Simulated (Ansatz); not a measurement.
Consider the redistribution: `C[SiH2][SiH2]F` + `OB[SiH]1SS1` → `OB[SiH2][SiH2]F` + `C[SiH]1SS1`.

Computed with Ansatz on PBE0-D4/def2-TZVP structures; ΔE is electronic, products minus reactants. CBS: MP2 limit from def2 TZ/QZ plus the TZ coupled-cluster correction, frozen cores. Functionals use def2-TZVPP. B3LYP here is the variant with VWN-RPA as its local correlation; programs differ in this. One conformer a species, not always the lowest.

`C[SiH2][SiH2]F`:

Cartesian coordinates in Å:
```
C -1.418 -0.993 -0.204
Si -0.192 0.295 -0.798
Si 1.490 0.686 0.787
F 0.824 1.158 2.175
H -1.899 -0.668 0.721
H -2.195 -1.161 -0.953
H -0.919 -1.945 -0.012
H -0.883 1.581 -1.097
H 0.487 -0.155 -2.048
H 2.271 -0.548 1.073
H 2.434 1.751 0.356
```

`OB[SiH]1SS1`:

Z-matrix (Å, degrees):
```
Si
B 1 2.011
S 1 2.113 2 113.9
S 1 2.113 2 113.9 3 -66.9
H 1 1.483 2 121.9 3 146.6
O 2 1.347 1 119.5 3 -146.6
H 2 1.200 1 118.8 3 33.4
H 6 0.962 2 114.0 1 180.0
```

`OB[SiH2][SiH2]F`:

```xyz
11

O     1.024    1.740   -1.015
B     0.015    1.836   -0.132
Si   -0.955    0.194    0.612
Si    0.317   -1.692    0.041
F     1.295   -1.169   -1.155
H     1.270    0.838   -1.255
H    -0.304    2.947    0.191
H    -1.133    0.251    2.090
H    -2.309    0.072   -0.002
H     1.211   -2.165    1.131
H    -0.432   -2.852   -0.505
```

`C[SiH]1SS1`:

```xyz
8

C     0.831   -0.774    0.005
Si   -0.694    0.262    0.153
S    -1.226    1.559   -1.410
S    -0.520    2.330    0.471
H     1.193   -1.061    0.996
H     0.616   -1.688   -0.555
H     1.611   -0.214   -0.511
H    -1.811   -0.414    0.849
```

```
             level  ΔE (kJ/mol)
           PBE0-D4        -10.8
          B3LYP-D4         -9.5
            r2SCAN        -11.2
              PBE0         -9.6
     HF/def2-QZVPP         -1.8
    MP2/def2-QZVPP         -8.6
SCS-MP2/def2-QZVPP         -7.0
    CCSD/CBS(def2)         -8.7
```

Problem. What does CCSD(T)/CBS give? (An estimate is asked.)

Solution. Computed: -9.9 kJ/mol. The listed levels differ from it by -0.9, 0.4, -1.3, 0.3, 8.1, 1.3, 2.9, 1.2 kJ/mol.

Largest T1 diagnostic among the species: 0.015.

In def2-TZVPP, CCSD(T) changes the Hartree–Fock value by −8.3 kJ/mol (the triples alone add −1.2 kJ/mol) and MP2 by −6.9 kJ/mol.

CCSD(T)/CBS has its own doubt, a few kJ/mol and more with outer-core shells, so smaller differences from it don't rank the levels.
